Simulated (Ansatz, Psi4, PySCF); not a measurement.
BiCl$_{3}$, singlet, at a GFN2-xTB geometry (such geometries of metal compounds can be far from the true shape) (core potentials on Bi). Base run: B97M-V/def2-SVP in PySCF.

Here is a job for PySCF.
```python
from pyscf import gto, scf, dft

mol = gto.M(
    atom='''
Bi   -0.00428098   -0.00067467    0.50283800
Cl   -1.83162453   -0.99302219   -0.83533113
Cl    0.06534181    2.09049123   -0.81504384
Cl    1.78718399   -1.09417508   -0.80465760
''',
    basis='def2-svp',
    ecp={'Bi': 'def2-svp'},
    verbose=4,
)

mf = dft.RKS(mol)
mf.xc = 'b97m_v'
mf.kernel()
```

The same geometry, method and basis name were run in Ansatz (an electronic-structure program) and Psi4 and PySCF, at each program's defaults and at the settings that a row names. The base is PySCF at its defaults. Differences at the defaults can come from grids, fitting, cores and function types together.

| code and settings | ΔE vs base (µEh) | basis functions | E (Eh) | SCF cycles | dipole (D) |
|---|---|---|---|---|---|
| PySCF, defaults (exact integrals, its default grid, spherical functions) | 0.0 | 80 | -1594.56602 | 10 | 4.92 |
| Psi4, defaults (density fitting with its default set, its default grid, spherical functions) | -826 | 80 | -1594.56685 | 9 | 4.92 |
| Ansatz, defaults (factorised integrals, its default grid, spherical functions) | -23.6 | 80 | -1594.56605 | - | - |
| PySCF, density fitting with def2-universal-jkfit | -40.8 | 80 | -1594.56606 | 10 | 4.92 |
| PySCF, fine grid | -23.5 | 80 | -1594.56605 | 10 | 4.92 |
| Psi4, exact integrals, spherical functions, fine grid | 170 | 80 | -1594.56585 | 11 | 4.92 |
| Ansatz, high accuracy | -23.4 | 80 | -1594.56605 | - | - |
